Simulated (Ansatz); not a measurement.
A structure relaxed at r2SCAN-D4/def2-SVP in Ansatz, charge 0, doublet:

Cartesian coordinates in Å:
```
K 0.2261 1.2808 -1.6968
K -1.7519 -1.1323 0.5375
K 3.1851 -0.2866 2.4505
S 0.9618 -0.0580 0.8042
S -2.6212 0.1960 -2.0953
```

Problem. Give its formula and point group.

Solution. the cluster K3S2. Point group C2v (tolerance 0.1 Å).

Problem. Summarise the bond lengths by kind (pairs closer than 1.2 times the sum of covalent radii, bridged metal pairs left out).

Solution. 5 × K–S 2.78 to 3.07 Å.

Another isomer (doublet) lies 0.50 eV lower at PBE0-D4/def2-TZVP; other spin states weren't run for this one.
